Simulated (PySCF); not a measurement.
## Successive ionisation energies of tantalum

Calculated with PySCF 2.14, two-component X2C-1e (Gaussian nucleus, no Breit or QED terms), each ion in its own even-tempered basis; GMP2 freezes the deep shells of the larger ions and drops the highest virtual spinors; eV.

```json
{"ion": "Ta²⁹⁺", "configuration": "[Kr] 4d8", "GHF (spin-free)": "1163.7", "GHF (screened spin-orbit)": "1158.4", "GMP2 (screened spin-orbit)": "1158.8", "NIST": "1160 ± 4", "kind": "theoretical"}
{"ion": "Ta³⁰⁺", "configuration": "[Kr] 4d7", "GHF (spin-free)": "1213.2", "GHF (screened spin-orbit)": "1210.9", "GMP2 (screened spin-orbit)": "1210.9", "NIST": "1211 ± 4", "kind": "theoretical"}
{"ion": "Ta³¹⁺", "configuration": "[Kr] 4d6", "GHF (spin-free)": "1260.3", "GHF (screened spin-orbit)": "1261.4", "GMP2 (screened spin-orbit)": "1261.3", "NIST": "1262 ± 4", "kind": "theoretical"}
{"ion": "Ta³²⁺", "configuration": "[Kr] 4d5", "GHF (spin-free)": "1326.9", "GHF (screened spin-orbit)": "1312.2", "GMP2 (screened spin-orbit)": "1312.0", "NIST": "1313 ± 4", "kind": "theoretical"}
{"ion": "Ta³³⁺", "configuration": "[Kr] 4d4", "GHF (spin-free)": "1375.7", "GHF (screened spin-orbit)": "1382.1", "GMP2 (screened spin-orbit)": "1382.7", "NIST": "1382 ± 5", "kind": "theoretical"}
{"ion": "Ta³⁴⁺", "configuration": "[Kr] 4d3", "GHF (spin-free)": "1428.5", "GHF (screened spin-orbit)": "1434.0", "GMP2 (screened spin-orbit)": "1434.6", "NIST": "1434 ± 5", "kind": "theoretical"}
{"ion": "Ta³⁵⁺", "configuration": "[Kr] 4d2", "GHF (spin-free)": "1481.6", "GHF (screened spin-orbit)": "1490.5", "GMP2 (screened spin-orbit)": "1490.6", "NIST": "1490 ± 5", "kind": "theoretical"}
{"ion": "Ta³⁶⁺", "configuration": "[Kr] 4d1", "GHF (spin-free)": "1532.4", "GHF (screened spin-orbit)": "1543.1", "GMP2 (screened spin-orbit)": "1543.2", "NIST": "1542 ± 5", "kind": "theoretical"}
{"ion": "Ta³⁷⁺", "configuration": "[Kr]", "GHF (spin-free)": "1769.0", "GHF (screened spin-orbit)": "1742.8", "GMP2 (screened spin-orbit)": "1744.2", "NIST": "1748 ± 4", "kind": "theoretical"}
{"ion": "Ta³⁸⁺", "configuration": "[Ar] 3d10 4s2 4p5", "GHF (spin-free)": "1818.9", "GHF (screened spin-orbit)": "1794.1", "GMP2 (screened spin-orbit)": "1795.5", "NIST": "1799 ± 4", "kind": "theoretical"}
{"ion": "Ta³⁹⁺", "configuration": "[Ar] 3d10 4s2 4p4", "GHF (spin-free)": "1869.7", "GHF (screened spin-orbit)": "1851.3", "GMP2 (screened spin-orbit)": "1852.1", "NIST": "1857 ± 4", "kind": "theoretical"}
{"ion": "Ta⁴⁰⁺", "configuration": "[Ar] 3d10 4s2 4p3", "GHF (spin-free)": "1937.8", "GHF (screened spin-orbit)": "1904.4", "GMP2 (screened spin-orbit)": "1905.3", "NIST": "1910 ± 4", "kind": "theoretical"}
```
